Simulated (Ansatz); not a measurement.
```yaml
crystal:
  periodic: [false, false, false]
  atoms:
    - {symbol: O, position_ang: [0.883038, -0.997584, 1.311479]}
    - {symbol: C, position_ang: [0.000714, -1.248825, 0.565324]}
    - {symbol: O, position_ang: [-0.538096, -0.398617, -0.361841]}
    - {symbol: C, position_ang: [-0.037979, 0.878257, -0.471195]}
    - {symbol: F, position_ang: [-0.729375, 1.471363, -1.427821]}
    - {symbol: F, position_ang: [-0.188702, 1.561890, 0.650810]}
    - {symbol: F, position_ang: [1.241120, 0.877186, -0.807085]}
    - {symbol: H, position_ang: [-0.538620, -2.200771, 0.484530]}
basis:
  gaussian: {orbitals: def2-mTZVP}
hamiltonian: {xc: {name: B97M-V}}
accuracy: high
output: {forces: true}
```

```sh
$ ansatz run in.yaml --threads 4 --pin off --events-out ev --progress --plain --max-ram 10444MiB
```

Shortened log:

```
Functional definition: B97M-V
2900 factors; integrals over basis functions are off by at most 1.8e-8 eV
mean field evaluation 1: about -14330.6952 eV, gradient 6.4e1 eV
mean field evaluation 2: about -14318.7799 eV, gradient 1.0e2 eV
mean field evaluation 4: about -14336.4963 eV, gradient 6.2e0 eV
mean field evaluation 8: about -14336.5553 eV, gradient 7.3e-1 eV
mean field evaluation 16: about -14336.5562 eV, gradient 2.4e-5 eV
mean field -14336.55619613 eV, -526.8587225411 hartree, gradient 5.2e-8 eV, S^2 0.000000; 0 other end points of the search recorded, 0 dependent functions left out
reference -14336.55620063 eV, -526.8587227062 hartree; 28, 28 occupied and 118, 118 virtual orbitals, 2900 factors
Total energy: -14336.55620063 eV, -526.8587227062 hartree
Atom 0 at     0.883038    -0.997584     1.311479 Å, force     0.301245     0.107935     0.244320 eV/Å
Atom 1 at     0.000714    -1.248825     0.565324 Å, force    -0.218999    -0.301120    -0.071580 eV/Å
Atom 2 at    -0.538096    -0.398617    -0.361841 Å, force    -0.241071    -0.012744    -0.230640 eV/Å
Atom 3 at    -0.037979     0.878257    -0.471195 Å, force     0.000912    -0.136292     0.065161 eV/Å
Atom 4 at    -0.729375     1.471363    -1.427821 Å, force    -0.107026     0.073355    -0.139445 eV/Å
Atom 5 at    -0.188702     1.561890     0.650810 Å, force    -0.019093     0.111927     0.197229 eV/Å
Atom 6 at     1.241120     0.877186    -0.807085 Å, force     0.222139    -0.003794    -0.049269 eV/Å
Atom 7 at    -0.538620    -2.200771     0.484530 Å, force     0.061892     0.160734    -0.015776 eV/Å
Dipole moment:    -0.263672    -0.287221    -0.123375 e Å
```

Hardware: 4 threads of an AMD EPYC 9R45 on a shared host. Wall time 11 s, peak host memory 0.8 GiB.
